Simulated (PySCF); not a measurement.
Stepwise substitution at one centre (Al NH2-SiH3). Gas-phase values, no solvent. Strings in code marks are SMILES.

These are B3LYP-D3(BJ)/def2-TZVP (PySCF) values and carry that method's errors. B3LYP has the VWN-RPA correlation part, as in Gaussian. Excitations are Tamm–Dancoff values on a coarser integration grid. The basis has no diffuse functions, so Rydberg states are missing or too high.

| species | LUMO (eV) | brightest of the four lowest singlets (TDA) (eV) | dipole moment (D) | T1 excitation (TDA) (eV) |
|---|---|---|---|---|
| 0 of 3 NH2 replaced by SiH3 (`[NH2][Al]([NH2])[NH2]`) | -0.02 | 6.40 | 0.00 | ? |
| 1 of 3 NH2 replaced by SiH3 | ? | 5.71 | 1.79 | ? |
| 2 of 3 NH2 replaced by SiH3 (`[NH2][Al]([SiH3])[SiH3]`) | -1.60 | 5.55 | 1.74 | 3.76 |
| 3 of 3 NH2 replaced by SiH3 (`[Al]([SiH3])([SiH3])[SiH3]`) | -2.78 | – | 0.12 | 2.85 |

Q: Some entries are withheld; supply them.

A: 
- 0 of 3 NH2 replaced by SiH3 (`[NH2][Al]([NH2])[NH2]`), T1 excitation (TDA) (eV): 5.09
- 1 of 3 NH2 replaced by SiH3, LUMO (eV): -0.50
- 1 of 3 NH2 replaced by SiH3, T1 excitation (TDA) (eV): 4.88
